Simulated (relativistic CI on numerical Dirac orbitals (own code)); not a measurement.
**Crystal-field levels of Cr⁵⁺, 3d**

Calculated by Dirac-Coulomb-Breit CI, orbitals from a KLI potential per configuration, model QED, one configuration in a parametric crystal field, unscaled Slater integrals (own radial code).

Field parameters in Wybourne normalisation: Oh B⁴₀ = 21Dq, B⁴₄ = √(5/14) B⁴₀. The field is a parameter set, without covalency.

S is read from ⟨S²⟩ = S(S + 1).

Site symmetry Oh; labels are those of the double group. Computed levels in cm⁻¹ above the lowest, in rising order:

```tsv
Δ (size of 10Dq)	Lowest	No. 2	No. 3
5900	Γ8	574 Γ7	6145 Γ8
10600	Γ8	560 Γ7	10817 Γ8
15300	Γ8	554 Γ7	15506 Γ8
20000	Γ8	551 Γ7	20200 Γ8
24700	Γ8	549 Γ7	24896 Γ8
29400	Γ8	548 Γ7	29594 Γ8
34100	Γ8	547 Γ7	34292 Γ8
38800	Γ8	547 Γ7	38991 Γ8
43500	Γ8	546 Γ7	43689 Γ8
```

Ground-state S against |10Dq| in cm⁻¹: 5900: 0.50, 10600: 0.50, 15300: 0.50, 20000: 0.50, 24700: 0.50, 29400: 0.50, 34100: 0.50, 38800: 0.50, 43500: 0.50.

No abrupt spin change occurs in this range.
